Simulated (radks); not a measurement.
Problem. All-electron atom: Ne in [Ne] (the NIST ground configuration). Calculated with a radial shooting solver on a logarithmic mesh with Libxc functionals: non-relativistic Kohn-Sham, SOGGA, spin-polarised, spherical densities, point nucleus. Some entries of the table are withheld. Estimate them.

orbital,occ.,eigenvalue (eV),<r^2> (bohr^2),<1/r> (bohr^-1)
1s,2,-826.9598,(1),9.587
2s,2,-35.9761,(2),1.630
2p,6,(3),(4),(5)

Solution. 
(1) 1s <r^2> (bohr^2): 0.03387
(2) 2s <r^2> (bohr^2): 0.9907
(3) 2p eigenvalue (eV): -13.1609
(4) 2p <r^2> (bohr^2): 1.299
(5) 2p <1/r> (bohr^-1): 1.435
